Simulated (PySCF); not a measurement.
Species: C₈H₆N₂S.
Bonds: C1–C2 (aromatic), C2–C3 (aromatic), C3–C4 (aromatic), C4–C5, C5–C6 (aromatic), C6–S7 (aromatic), S7–N8 (aromatic), N8–N9 (aromatic), C4–C10 (aromatic), C10–C11 (aromatic), C1–C11 (aromatic), C5–N9 (aromatic). Hydrogens: H12 on C1; H13 on C2; H14 on C3; H15 on C6; H16 on C10; H17 on C11.

NICS = −σ at a ghost point: NICS(0) at the centroid of the ring atoms, NICS(1) 1 Å to either side along the normal of their mean plane, zz for the tensor component along that normal. Level: GIAO PBE0/pcSseg-1 (PySCF, non-relativistic, gas phase) on the GFN2-xTB geometry, one conformer.

Rings: 1. C1–C2–C3–C4–C10–C11; 2. C5–C6–S7–N8–N9.

| set | NICS(0) | NICS(1), two faces | NICS(1)zz, two faces |
| --- | --- | --- | --- |
| P | -11.0 | -12.6 / -12.5 | -29.7 / -29.7 |
| Q | -7.2 | -10.3 / -10.3 | -25.7 / -25.7 |

Task: Which set (ppm) belongs to which ring?

Result: P = 2, Q = 1.
- 1 (6-membered carbocycle; formal bonds all aromatic): mean NICS(1)zz -25.7 ppm, shielded. The ring is flat and has no four-coordinate atom; by the NICS criterion it is aromatic.
- 2 (5-membered ring with 2 N and S; formal bonds all aromatic): mean NICS(1)zz -29.7 ppm, shielded. The ring is flat and has no four-coordinate atom; by the NICS criterion it is aromatic.

Task: How do the rings differ in shape?

Result: 
| ring | bond lengths (Å) | rms pucker (Å) | HOMA | nearest outside atom to a NICS(1) probe (Å) |
| --- | --- | --- | --- | --- |
| 1 | 1.386, 1.381, 1.395, 1.394, 1.382, 1.385 | 0.00 | 0.99 | hydrogen 2.66 |
| 2 | 1.382, 1.702, 1.666, 1.248, 1.354 | 0.00 | – | hydrogen 2.53 |

HOMA = 1 − mean of α(R − Ropt)² over the ring bonds, with Krygowski's 1993 parameters (CC: Ropt 1.388 Å, α 257.7 Å⁻²). A dash marks a ring with a four-coordinate atom, a triple bond, no multiple bond or a kind of bond without parameters.

Shape of the structure used: `[cH:1]1[cH:2][cH:3][c:4](-[c:5]2[cH:6][s:7][n:8][n:9]2)[cH:10][cH:11]1`: C3–C4–C5–C6 180°.
